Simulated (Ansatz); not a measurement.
Consider the ligand exchange at the Si–S bond: `F[Si](S)(Cl)Cl` + CH₃SH → `CS[Si](F)(Cl)Cl` + H₂S.

Isolated molecules relaxed with PBE0-D4/def2-TZVP in Ansatz; ΔE leaves out vibrations. CCSD(T)/CBS adds triple-zeta CCSD(T) − MP2 to the extrapolated MP2 energy (def2 sets, frozen cores). This one scheme is used for every species. DFT in def2-TZVPP. B3LYP here is the variant with VWN-RPA as its local correlation; programs differ in this. HSE06 is defined as in plane-wave codes. One conformer a species, not always the lowest.

| level | ΔE (kJ/mol) | difference from CCSD(T)/CBS |
| --- | --- | --- |
| revPBE-D4 | -8.4 | -1.6 |
| PBE0-D4 | -6.4 | 0.4 |
| B3LYP-D4 | -7.6 | -0.8 |
| r2SCANh-D4 | -6.2 | 0.6 |
| HSE06-D4 | -6.2 | 0.6 |
| ωB97M-V | -5.9 | 0.9 |
| PBE-QIDH | -4.7 | 2.1 |
| PBE | -3.3 | 3.5 |
| BLYP | -1.4 | 5.4 |
| B3LYP | -1.7 | 5.1 |
| BHLYP | -1.8 | 5.0 |
| CAM-B3LYP | -2.4 | 4.4 |
| HF/def2-SVP | -3.1 | 3.7 |
| HF/def2-TZVPP | 0.0 | 6.8 |
| HF/def2-QZVPP | 0.2 | 7.0 |
| CCSD/CBS(def2) | -5.4 | 1.4 |
| CCSD(T)/CBS | -6.8 | 0 |

Largest T1 diagnostic among the species: 0.010.

The D4 term adds −5.9 kJ/mol with B3LYP and −3.5 kJ/mol with PBE0; it sums over pairs of atoms, weighted by their polarisabilities, and B3LYP, whose exchange is more repulsive, gets the larger term. In def2-TZVPP, CCSD(T) changes the Hartree–Fock value by −6.1 kJ/mol (the triples alone add −1.4 kJ/mol) and MP2 by −7.1 kJ/mol.
